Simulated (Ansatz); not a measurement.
A single point on `FBO[SiH3]`.

```yaml
crystal:
  periodic: [false, false, false]
  atoms:
    - {symbol: F, position_ang: [-1.599390, -1.699161, 1.426067]}
    - {symbol: B, position_ang: [-0.685357, -0.787650, 1.132975]}
    - {symbol: O, position_ang: [-0.487466, -0.477079, -0.157613]}
    - {symbol: Si, position_ang: [0.521000, 0.572777, -0.945448]}
    - {symbol: H, position_ang: [-0.075329, -0.278522, 2.029773]}
    - {symbol: H, position_ang: [-0.317111, 1.531029, -1.702391]}
    - {symbol: H, position_ang: [1.370707, 1.295658, 0.034572]}
    - {symbol: H, position_ang: [1.365045, -0.214251, -1.873734]}
basis:
  gaussian: {orbitals: def2-TZVPP}
hamiltonian: {xc: pbe}
correlation: {method: rpa}
```

```sh
$ ansatz run in.yaml --threads 2 --pin off --events-out ev --progress --plain
```

Shortened log:

```
Functional definition: PBE
1152 factors; integrals over basis functions are off by at most 8.9e-4 eV
mean field evaluation 1: about -13372.7084 eV, gradient 6.3e1 eV
mean field evaluation 2: about -13372.6996 eV, gradient 6.3e1 eV
mean field evaluation 4: about -13378.2659 eV, gradient 2.0e1 eV
mean field evaluation 8: about -13379.0665 eV, gradient 5.9e-1 eV
mean field evaluation 16: about -13379.0664 eV, gradient 4.7e-5 eV
mean field -13379.06642734 eV, -491.6716225477 hartree, gradient 3.7e-6 eV, S^2 0.000000; 0 other end points of the search recorded, 0 dependent functions left out
8 core orbitals not correlated: weight in the atoms' cores, before any rotation towards them, 1.000 or more for the frozen orbitals, at most 0.000 for the correlated occupied ones
reference -13345.87436713 eV, -490.4518368333 hartree; 12, 12 occupied and 171, 171 virtual orbitals, 1152 factors
Total energy: -13377.16203486 eV, -491.6016374150 hartree
```

It took 4.7 s on 2 threads of a server CPU on a shared host, with 0.36 GiB of host memory at the peak.
